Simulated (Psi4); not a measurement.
H$_{4}$AlBO$_{4}$ (SMILES O[B](O)[Al]([OH])[OH]), singlet, at a GFN2-xTB geometry (such geometries of metal compounds can be far from the true shape); HF/def2-TZVPP (Psi4).

Input for Psi4:
```
memory 2 GB

molecule mol {
0 1
  B     1.188162    0.020074   -0.068310
  O     1.831872   -1.117972   -0.406247
  O     1.827668    1.179798    0.195854
  Al   -0.862878   -0.014578    0.049608
  O    -1.599771    1.404343    0.466884
  O    -1.594533   -1.458310   -0.283237
  H     2.792528   -1.106384   -0.462693
  H     2.788307    1.200670    0.141840
  H    -2.017184    2.219297    0.706184
  H    -2.008938   -2.287317   -0.474715
}

set basis def2-tzvpp
set reference rhf

energy('scf')
print_variables()
```

Predict the main parts of the log of this Psi4 run.


```
   => Loading Basis Set <=

    Name: DEF2-TZVPP
    Role: ORBITAL
    Keyword: BASIS

         ---------------------------------------------------------
                                   SCF
               by Justin Turney, Rob Parrish, Andy Simmonett
                          and Daniel G. A. Smith
                              RHF Reference
         ---------------------------------------------------------

  ==> Geometry <==

    Molecular point group: c1
    Full point group: C1

    Geometry (in Angstrom), charge = 0, multiplicity = 1:

       Center              X                  Y                   Z               Mass
    ------------   -----------------  -----------------  -----------------  -----------------
         B            1.199413213877     0.020264190224    -0.068956886124    11.009305360000
         O            1.843123213877    -1.117781809776    -0.406893886124    15.994914619570
         O            1.838919213877     1.179988190224     0.195207113876    15.994914619570
         AL          -0.851626786123    -0.014387809776     0.048961113876    26.981538530000
         O           -1.588519786123     1.404533190224     0.466237113876    15.994914619570
         O           -1.583281786123    -1.458119809776    -0.283883886124    15.994914619570
         H            2.803779213877    -1.106193809776    -0.463339886124     1.007825032230
         H            2.799558213877     1.200860190224     0.141193113876     1.007825032230
         H           -2.005932786123     2.219487190224     0.705537113876     1.007825032230
         H           -1.997686786123    -2.287126809776    -0.475361886124     1.007825032230

  Running in c1 symmetry.

  Rotational constants: A =      0.13071  B =      0.06768  C =      0.04459 [cm^-1]
  Rotational constants: A =   3918.73368  B =   2028.99325  C =   1336.82738 [MHz]
  Nuclear repulsion =  270.519045915981110

  Charge       = 0
  Multiplicity = 1
  Electrons    = 54
  Nalpha       = 27
  Nbeta        = 27

  ==> Algorithm <==

  SCF Algorithm Type is DF.
  DIIS enabled.
  MOM disabled.
  Fractional occupation disabled.
  Guess Type is SAD.
  Energy threshold   = 1.00e-06
  Density threshold  = 1.00e-06
  Integral threshold = 1.00e-12

  ==> Primary Basis <==

  Basis Set: DEF2-TZVPP
    Blend: DEF2-TZVPP
    Number of shells: 93
    Number of basis functions: 253
    Number of Cartesian functions: 288
    Spherical Harmonics?: true
    Max angular momentum: 3

   => Loading Basis Set <=

    Name: (DEF2-TZVPP AUX)
    Role: JKFIT
    Keyword: DF_BASIS_SCF

  ==> Integral Setup <==

  SCF_SUBTYPE=INCORE selected. In-core MEM_DF algorithm will be used.
  Using in-core AOs.

  ==> MemDFJK: Density-Fitted J/K Matrices <==

    J tasked:                   Yes
    K tasked:                   Yes
    wK tasked:                   No
    Algorithm:                 Core
    Schwarz Cutoff:           1E-12
    Mask sparsity (%):      13.8043
    Fitting Condition:        1E-10

   => Auxiliary Basis Set <=

  Basis Set: (DEF2-TZVPP AUX)
    Blend: DEF2-UNIVERSAL-JKFIT
    Number of shells: 187
    Number of basis functions: 583
    Number of Cartesian functions: 696
    Spherical Harmonics?: true
    Max angular momentum: 4

  Minimum eigenvalue in the overlap matrix is 3.4032573981E-04.
  Reciprocal condition number of the overlap matrix is 4.8188633470E-05.
    Using symmetric orthogonalization.

  ==> Pre-Iterations <==

  SCF Guess: Superposition of Atomic Densities via on-the-fly atomic UHF (no occupation information).

   -------------------------
    Irrep   Nso     Nmo
   -------------------------
     A        253     253
   -------------------------
    Total     253     253
   -------------------------

  ==> Iterations <==

                           Total Energy        Delta E     RMS |[F,P]|

   @DF-RHF iter SAD:  -566.85389632342230   -5.66854e+02   0.00000e+00
   @DF-RHF iter   1:  -568.42487912325521   -1.57098e+00   3.69860e-03 DIIS/ADIIS
   @DF-RHF iter   2:  -568.62869845618604   -2.03819e-01   2.41910e-03 DIIS/ADIIS
   @DF-RHF iter   3:  -568.74669418249471   -1.17996e-01   1.87307e-04 DIIS/ADIIS
   @DF-RHF iter   4:  -568.74806220262167   -1.36802e-03   6.36831e-05 DIIS
   @DF-RHF iter   5:  -568.74820878857292   -1.46586e-04   1.68749e-05 DIIS
   @DF-RHF iter   6:  -568.74822023778108   -1.14492e-05   5.87988e-06 DIIS
   @DF-RHF iter   7:  -568.74822190195277   -1.66417e-06   1.12247e-06 DIIS
   @DF-RHF iter   8:  -568.74822201421352   -1.12261e-07   3.22329e-07 DIIS
  Energy and wave function converged.

  ==> Post-Iterations <==

    Orbital Energies [Eh]
    ---------------------

    Doubly Occupied:

[...]
    Virtual:

[...]
     253A     45.592913

    Final Occupation by Irrep:
              A
    DOCC [    27 ]
    NA   [    27 ]
    NB   [    27 ]

  @DF-RHF Final Energy:  -568.74822201421352

   => Energetics <=

    Nuclear Repulsion Energy =            270.5190459159811098
    One-Electron Energy =               -1328.0344273751691162
    Two-Electron Energy =                 488.7671594449745953
    Total Energy =                       -568.7482220142135247

Computation Completed

Properties will be evaluated at   0.000000,   0.000000,   0.000000 [a0]

Properties computed using the SCF density matrix

 Multipole Moments:

 ------------------------------------------------------------------------------------
     Multipole            Electronic (a.u.)      Nuclear  (a.u.)        Total (a.u.)
 ------------------------------------------------------------------------------------

 L = 1.  Multiply by 2.5417464519 to convert [e a0] to [Debye]
 Dipole X            :         -0.4459294            1.1481268            0.7021974
 Dipole Y            :         -0.0075312            0.0193967            0.0118655
 Dipole Z            :          0.0256346           -0.0660079           -0.0403732
 Magnitude           :                                                    0.7034572

 ------------------------------------------------------------------------------------

  Variable Map:
  ----------------------------------------------------------------------------
[...]
  Array Variable Map:
  ----------------------------------------------------------------------------
[...]
[...]
```
